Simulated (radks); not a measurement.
Removal energies from the hafnium ion Hf11+, [Kr] 4d10 4f13 5s2, by Delta-SCF beside the eigenvalue of the level emptied. Method: non-relativistic Kohn-Sham, PBE, spin-polarised, spherical densities, point nucleus; computed with a radial shooting solver on a logarithmic mesh with Libxc functionals. Open shells are filled with parallel spins first.

[
 {"removed from": "4f", "final configuration": "[Kr] 4d10 4f12 5s2", "Delta-SCF (eV)": "227.27", "-eigenvalue (eV)": "211.62"},
 {"removed from": "5s", "final configuration": "[Kr] 4d10 4f13 5s1", "Delta-SCF (eV)": "233.93", "-eigenvalue (eV)": "224.36"},
 {"removed from": "4d", "final configuration": "[Kr] 4d9 4f13 5s2", "Delta-SCF (eV)": "416.50", "-eigenvalue (eV)": "399.85"},
 {"removed from": "4p", "final configuration": "[Ar] 3d10 4s2 4p5 4d10 4f13 5s2", "Delta-SCF (eV)": "561.83", "-eigenvalue (eV)": "544.87"}
]
